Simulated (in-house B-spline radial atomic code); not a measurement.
Atomic self-consistent-field run: Sc III (Sc2+) (an excited or competing configuration). Computed with a B-spline radial code for spherical atoms: scalar-relativistic (X2C) TPSS, spin-polarised, spherical fractional occupations, Fermi nucleus of rms radius 3.5459 fm.

Command:
```bash
python run_scf.py task.json out
```
Settings (nuclear radius in fm, mass in u):
```
Z                21
configuration    [Ne] 3s2 3p5 3d2
hamiltonian      x2c
method           tpss,tpss
spin_polarised   True
nucleus          fermi
rms_radius       3.5459
atomic_mass      44.95591
speed_of_light   137.035999084
```

Output (hartree, bohr):
```
 radial grid: 70 intervals, B-splines of order 8, outer radius 25.5556 bohr

 iter        energy (Eh)    residual
    1        -762.408710    2.92e-02
    2        -762.410152    7.67e-04
    3        -762.410154    4.01e-04
    4        -762.410154    2.07e-04
    5        -762.410154    1.23e-05
    6        -762.410154    2.46e-06
    7        -762.410154    7.87e-07
    8        -762.410154    2.93e-07
    9        -762.410154    8.14e-09

 total energy                      -762.41015
 kinetic                             769.0103
 electron-nucleus                  -1799.9275
 Hartree                             307.3212
 exchange-correlation                -38.8142

 orbital      occ     eigenvalue          <r>       <r^2>       <1/r>       r_max
 1s up      1.000      -162.6609    0.0727282  0.00712638     20.9697     0.04752
 1s down    1.000      -162.6488    0.0727245  0.00712559     20.9705     0.04752
 2s up      1.000       -18.1856     0.342703    0.139071     4.33018      0.2828
 2s down    1.000       -18.1578     0.342357    0.138736     4.33332      0.2828
 2p up      3.000       -14.9793     0.307379    0.116758     4.20442      0.2317
 2p down    3.000       -14.9494     0.307023    0.116419     4.20721      0.2317
 3s up      1.000        -2.7203       1.0673     1.31068     1.31344      0.9234
 3s down    1.000        -2.5902      1.07067     1.32059     1.30991      0.9226
 3p up      3.000        -1.9131      1.15038     1.55106     1.18628      0.9618
 3p down    2.000        -1.7857      1.15971     1.58081     1.17869       0.962
 3d up      2.000        -0.7348      1.48579     2.77659    0.875995       1.042
```

Run time, properties included: 0.31 s on 1 thread of Arm Neoverse N1, on a shared host.
